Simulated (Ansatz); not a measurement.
Species, as SMILES: O=[SiH] (O-SiH), doublet.
Atoms: Si1, O2, H3. Bonds: Si1-O2, Si1-H3.

Basis-set convergence of the harmonic zero-point energy at B3LYP with Ansatz (an electronic-structure program). Each level at its own minimum, finite differences of forces, unscaled; the reference is a large set that could be run, not a limit. All functions are spherical. The program fits the integrals of some runs and decomposes those of others, by size. Open shells are unrestricted. No added dispersion term, no relativity. Reference: the value in pcseg-3, 5.29 kcal/mol. Deviations are taken from unrounded values.

| basis | functions |
|---|---|
| def2-SV(P) | 34 |
| def2-SVP | 37 |
| def2-SVPD | 55 |
| def2-TZVP | 74 |
| def2-TZVPP | 87 |
| def2-TZVPD | 92 |
| def2-TZVPPD | 105 |
| def2-QZVPP | 157 |

### Question
Which is the smallest def2 set listed that can be trusted to 0.05 kcal/mol here, that is, within that of the reference together with its larger relatives (same family, alike in diffuse functions; a set with none to test it counts only in the reference's own line)?

### Answer
The smallest set listed that lies within 0.05 kcal/mol of the reference with all its larger relatives (same family, alike in diffuse functions; a set with none counts only in the reference's own line) is def2-TZVP (74 functions, -0.01 kcal/mol off). Value minus reference: def2-SV(P) -0.08, def2-SVP -0.09, def2-SVPD -0.10, def2-TZVP -0.01, def2-TZVPP -0.01, def2-TZVPD -0.01, def2-TZVPPD -0.01, def2-QZVPP 0.00 kcal/mol.
